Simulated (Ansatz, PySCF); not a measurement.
As, quartet. Base run: PBE/6-31G* (PySCF).

PySCF was given this input:
```python
from pyscf import gto, scf, dft

mol = gto.M(
    atom='''
As    0.00000000    0.00000000    0.00000000
''',
    basis='6-31g*',
    spin=3,
    verbose=3,
)

mf = dft.UKS(mol)
mf.xc = 'pbe'
mf.kernel()
```

The same geometry, method and basis name were run in Ansatz (a program for electronic structure) and PySCF, at each program's defaults and at the settings that a row names. The base is PySCF at its defaults. Differences at the defaults can come from grids, fitting, cores and function types together.

| code and settings | ΔE vs base (mEh) | basis functions | E (Eh) | SCF cycles |
|---|---|---|---|---|
| PySCF, defaults (exact integrals, its default grid, spherical functions) | 0.000 | 32 | -2235.18505 | 7 |
| Ansatz, defaults (factorised integrals, its default grid, Cartesian functions) | -7.929 | 35 | -2235.19297 | - |
| PySCF, density fitting with def2-universal-jkfit | -0.065 | 32 | -2235.18511 | 7 |
| PySCF, fine grid | 0.000 | 32 | -2235.18505 | 7 |
| Ansatz, high accuracy, Cartesian functions as the basis file defines them | -7.929 | 35 | -2235.19297 | - |

Open shells are given as the SCF converged; they aren't shown to be the lowest states, and a large step between rows can be another state.
